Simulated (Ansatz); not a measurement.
Ideal-gas functions of Cl$_{2}$H$_{2}$NSi, SMILES `N[Si](Cl)Cl` radical at 400 K and 1 bar, from an Ansatz frequency run at PBE0-D4/def2-TZVP.

Molar mass 115.01 g/mol, point group Cs (symmetry number 1), electronic degeneracy 2, moments of inertia 101.771, 216.113, 299.889 u Å². Harmonic wavenumbers (cm⁻¹, unscaled): 144, 155, 282, 300, 360, 492, 557, 815, 876, 1563, 3593, 3698.

Use S(trans) = R[1.5 ln M + 2.5 ln T − 1.1517]; rotational temperatures θ = 24.2544 K / I; S(rot) = R[ln(√π/σ · √(T³/θAθBθC)) + 1.5]; for each mode x = 1.438777 ν̃/T, S = R[x/(eˣ − 1) − ln(1 − e⁻ˣ)] and H = RT x/(eˣ − 1); 1 cm⁻¹ = 0.0119627 kJ/mol; R = 8.31446 J/(mol·K).

Task: By hand: the entropy, in J/(mol·K).

Result: Translation 174.1. Rotation: θ = 0.2383, 0.1122, 0.0809 K, giving 117.5. Vibration, mode by mode: 13.88, 13.28, 8.54, 8.07, 6.72, 4.58, 3.80, 1.83, 1.54, 0.20, 0.00, 0.00, in all 62.4. Electronic 5.8. Sum 359.8 J/(mol·K).

Task: By hand: H − E and G − E in kJ/mol, counted from the electronic energy.

Result: Zero-point energy ½ × 12835 × 0.0119627 = 76.8; thermal vibration 13.7; translation, rotation and pV give 4 RT = 13.3. H − E = 103.8 kJ/mol, and G − E = 103.8 − 400 × 359.8/1000 = -40.1 kJ/mol.

Vibration gives 17 % of the entropy, 13.9 J/(mol·K) of it from the mode under 150 cm⁻¹: soft modes count most, and the harmonic formula is weakest for them. The sum counts one conformer and one mirror image; others add a mixing term.
